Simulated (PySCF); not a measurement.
Species: C6H5Cl3.
InChI=1S/C6H5Cl3/c1-5(2)3-4-6(7,8)9/h1H2,2H3

The calculation used PBE0-D3(BJ)/def2-SVP geometry optimisation, gas phase in PySCF 2.14.0.

Take the most abundant isotopes and a rigid rotor. 

Q: What are A, B and C (MHz)?

A: Ia = 349.79, Ib = 1004.09, Ic = 1055.32 u·Å²; 505379 MHz·u·Å²/I gives A = 1445, B = 503.3, C = 478.9 MHz.

Q: Classify the top.

A: A near-prolate asymmetric top. Ray's parameter κ = (2B − A − C)/(A − C) = -0.949; −1 is the prolate and +1 the oblate limit.

Q: What does the inertial defect say?

A: Not planar: Δ = Ic − Ia − Ib = -298.55 u·Å². For a rigid frame Δ = −2 Σ m c², so Σ m c² = 149.28 u·Å² lies off the ab plane: 1.58 from hydrogen and 147.70 from heavier atoms. The atom farthest from that plane is 1.48 Å away.

Q: Give the coordinates in the principal-axis frame, origin at the centre of mass.

A: The sense of each axis is arbitrary; atoms in the order of the calculation.
```tsv
atom	mass (u)	a (Å)	b (Å)	c (Å)
C1	12.000	-3.806	-1.262	-0.001
C2	12.000	-3.135	-0.097	0.000
C3	12.000	-3.803	1.249	0.000
C4	12.000	-1.705	-0.094	0.000
C5	12.000	-0.492	-0.044	-0.001
C6	12.000	0.950	-0.003	0.000
Cl7	34.969	1.539	0.903	1.425
Cl8	34.969	1.611	-1.661	0.056
Cl9	34.969	1.544	0.807	-1.480
H10	1.008	-4.899	-1.274	-0.001
H11	1.008	-3.283	-2.220	-0.001
H12	1.008	-4.897	1.144	0.001
H13	1.008	-3.505	1.832	-0.885
H14	1.008	-3.504	1.832	0.885
```

Q: List the rotational levels J(Ka,Kc) to J = 2 (K).

A: Above 0(0,0), as E/k:
J = 1: 1(0,1) 0.047, 1(1,1) 0.092, 1(1,0) 0.093
J = 2: 2(0,2) 0.141, 2(1,2) 0.185, 2(1,1) 0.189, 2(2,1) 0.324, 2(2,0) 0.325
The levels of one J sum to (2J + 1)J(J + 1)(A + B + C)/3.

Q: Predict some low-J microwave lines.

A: The dipole components are |μa| = 2.72 D, |μb| = 0.15 D, |μc| = 0.00 D. The squared components, which scale the intensities, stand as 1.00 : 0.00 : 0.00 (a : b : c). Some lines, for components of 0.1 D or more:

| type | branch | J(Ka,Kc) | MHz | lower level (cm⁻¹) |
| --- | --- | --- | --- | --- |
| a | R | 1(0,1) ← 0(0,0) | 982 | 0.000 |
| b | Q | 3(1,2) ← 3(0,3) | 1029 | 0.196 |
| a | R | 2(0,2) ← 1(0,1) | 1964 | 0.033 |
| a | R | 2(1,1) ← 1(1,0) | 1989 | 0.065 |
| b | Q | 2(2,1) ← 2(1,2) | 2898 | 0.129 |
| a | R | 3(2,1) ← 2(2,0) | 2949 | 0.226 |
| b | Q | 3(3,0) ← 3(2,1) | 4767 | 0.324 |
| b | Q | 3(3,1) ← 3(2,2) | 4769 | 0.324 |
| b | R | 2(2,0) ← 1(1,1) | 4838 | 0.064 |
| b | R | 3(2,2) ← 2(1,1) | 5771 | 0.131 |
| b | R | 3(2,1) ← 2(1,2) | 5847 | 0.129 |
| b | R | 3(3,0) ← 2(2,1) | 7715 | 0.226 |

Stationary, but not proved a minimum. Zero-point vibration and centrifugal distortion are left out. A rigid rotor knows nothing of internal rotation, which can split or shift real lines. Quadrupole hyperfine structure (35Cl) is left out.

On one thread, Arm Neoverse V1, no GPU, shared host, this took 43 s wall. That covers the optimisation of the geometry.
